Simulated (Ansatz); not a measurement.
Cu₄. Charge 0, multiplicity 1. Geometry PBE-D4/def2-SVP, basis def2-TZVP, Ansatz.

```xyz
4

Cu   -0.3997   -0.2590   -1.0325
Cu    0.3997    0.2591    1.0324
Cu   -1.9153   -0.0943    0.7652
Cu    1.9154    0.0943   -0.7652
```

| run | HOMO (eV) | LUMO (eV) |
| --- | --- | --- |
| A | -4.49 | -3.54 |
| B | -4.86 | -2.62 |
| C | -4.47 | -3.32 |
| D | -4.76 | -3.81 |

The structure comes from a short search, and lower isomers may exist.

**Question.** The runs used LDA (SPW92), PBE, PBE0, r2SCAN. Estimate which is which.

**Answer.** A PBE (0 % exact exchange); B PBE0 (25 % exact exchange); C r2SCAN (0 % exact exchange); D LDA (SPW92) (0 % exact exchange). Exact exchange lowers occupied and raises empty levels; among semilocal functionals meta-GGAs tend to open the gap a little, and such runs are hard to tell apart. The gap grows from 0.95 eV (PBE) to 2.24 eV (PBE0).
